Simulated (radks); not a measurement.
Valence configurations of Pt I (all share [Xe]). Calculated with a radial shooting solver on a logarithmic mesh with Libxc functionals: non-relativistic Kohn-Sham, PBE, spin-polarised, spherical densities, point nucleus; open shells are filled with parallel spins first (spin-orbit coupling, left out, can overturn this in heavy ions); relativity is left out, which matters for an element this heavy. Order these by energy: 4f13 5d9 6s2; 4f13.5 5d9 6s1 6p0.5; 4f14 5d9 6p1; 4f14 5d8.5 6p1.5; 4f14 5d9 6s1; 4f13 5d10 6p1; 4f13 5d8 6s2 6p1; 4f13.5 5d9 6s1.5; 4f14 5d10; 4f13 5d9 6s1 6p1.

Answer. From the lowest, in eV above it: 4f14 5d10 0.000; 4f14 5d9 6s1 1.914; 4f14 5d9 6p1 5.382; 4f14 5d8.5 6p1.5 8.890; 4f13.5 5d9 6s1.5 42.810; 4f13.5 5d9 6s1 6p0.5 44.231; 4f13 5d10 6p1 85.526; 4f13 5d9 6s2 87.074; 4f13 5d9 6s1 6p1 90.288; 4f13 5d8 6s2 6p1 97.699. NIST lists [Xe] 4f14 5d9 6s1 as the ground configuration; this level of theory puts 4f14 5d10 lower, by 1.914 eV. The energies are those of spherical high-spin densities, not of single terms. Relativity is left out, which favours d and f over s occupation in heavy atoms.
